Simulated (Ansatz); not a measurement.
W₃N₃⁺. Charge 1, multiplicity 3. Geometry r2SCAN-D4/def2-SVP, that of the neutral doublet; atoms count from 1.

```csv
atom,x (Å),y (Å),z (Å)
W1,-0.060,1.582,0.053
W2,0.686,-0.550,-1.170
W3,-1.202,-0.692,0.494
N4,-0.541,0.740,1.616
N5,1.617,0.878,-0.261
N6,-0.499,-1.958,-0.733
```

In the def2 sets W takes a core potential; there is no spin–orbit coupling. The charge 1 triplet is spin-contaminated (final ⟨S²⟩ up to 2.45, 2.00 for a pure state). The structure comes from a short search, and lower isomers may exist.

Estimate the Mulliken populations from the PBE0/def2-TZVP orbitals of Ansatz.


```json
{"atom": "W1", "charge (e)": "0.85", "spin (α − β)": "-0.65", "d electrons": "4.13"}
{"atom": "W2", "charge (e)": "0.85", "spin (α − β)": "1.43", "d electrons": "4.11"}
{"atom": "W3", "charge (e)": "0.85", "spin (α − β)": "1.49", "d electrons": "4.11"}
{"atom": "N4", "charge (e)": "-0.50", "spin (α − β)": "-0.10", "d electrons": "–"}
{"atom": "N5", "charge (e)": "-0.50", "spin (α − β)": "-0.11", "d electrons": "–"}
{"atom": "N6", "charge (e)": "-0.54", "spin (α − β)": "-0.07", "d electrons": "–"}
```
Mulliken values and Mayer orders depend strongly on the basis.

Where does the spin sit?

Summed by element: W 2.28, N -0.28, of 2 unpaired in all. Largest on single atoms: W3 1.49, W2 1.43, W1 -0.65.

And the Mayer bond orders between bonded heavy atoms (over 0.3)?

W1–W2 1.29 (2.57 Å); W1–W3 1.23 (2.58 Å); W1–N4 1.62 (1.84 Å); W1–N5 1.60 (1.85 Å); W2–W3 1.00 (2.52 Å); W2–N5 1.21 (1.93 Å); W2–N6 1.42 (1.89 Å); W3–N4 1.21 (1.94 Å); W3–N6 1.42 (1.90 Å).
